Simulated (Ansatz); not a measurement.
Consider the ligand exchange at the In–C bond: `C#[C][In]([Cl])[Cl]` + CH₃OH → `C[O][In]([Cl])[Cl]` + `C#C`.

Computed with Ansatz on PBE0-D4/def2-TZVP structures; ΔE is electronic, products minus reactants. CCSD(T)/CBS adds triple-zeta CCSD(T) − MP2 to the extrapolated MP2 energy (def2 sets, frozen cores). This one scheme is used for every species. DFT in def2-TZVPP. def2 core potentials past Kr. For In outer-core shells are correlated without core-valence functions, which leaves a few kJ/mol of doubt a bond. Each species was taken in one conformer, which may not be the lowest.

`C#[C][In]([Cl])[Cl]`:

```xyz
6

C    -0.055    0.996   -1.813
C    -0.024    0.415   -0.756
In    0.031   -0.574    1.043
Cl    0.600    0.462    3.019
Cl   -0.471   -2.810    1.253
H    -0.082    1.510   -2.747
```

CH₃OH:

```xyz
6

C     0.308   -0.138    0.114
O    -0.550    0.819   -0.464
H     1.315    0.280    0.090
H     0.318   -1.082   -0.444
H     0.053   -0.351    1.160
H    -1.444    0.471   -0.455
```

`C[O][In]([Cl])[Cl]`:

Z-matrix (Å, degrees):
```
C
O 1 1.412
H 1 1.096 2 113.7
H 1 1.094 2 108.3 3 -119.9
H 1 1.096 2 110.6 3 121.6
In 2 1.957 1 121.9 3 -22.1
Cl 6 2.291 2 120.4 1 -176.3
Cl 6 2.308 2 118.2 1 4.9
```

`C#C`:

```xyz
4

C     0.290   -0.367    0.374
C    -0.290    0.367   -0.374
H     0.805   -1.019    1.040
H    -0.805    1.019   -1.040
```

```
             level  ΔE (kcal/mol)
         r2SCAN-D4            0.5
            B97M-V            0.2
           PBE0-D4            2.6
           ωB97M-V            2.3
           r2SCAN0            2.6
  CCSD(T)/def2-SVP            1.1
    MP2/def2-TZVPP            3.4
CCSD(T)/def2-TZVPP            3.0
```

What does CCSD(T)/CBS give? (Best estimate.)

Ansatz gave: +1.2 kcal/mol. The listed levels differ from it by -0.7, -1.0, 1.4, 1.1, 1.4, -0.1, 2.2, 1.8 kcal/mol.

Largest T1 diagnostic among the species: 0.015.

From BLYP to BHLYP (50 % exact exchange), in def2-TZVPP and without D4, ΔE moves by +3.5 kcal/mol. In def2-TZVPP, CCSD(T) changes the Hartree–Fock value by −1.1 kcal/mol (the triples alone add −0.4 kcal/mol) and MP2 by −0.8 kcal/mol.
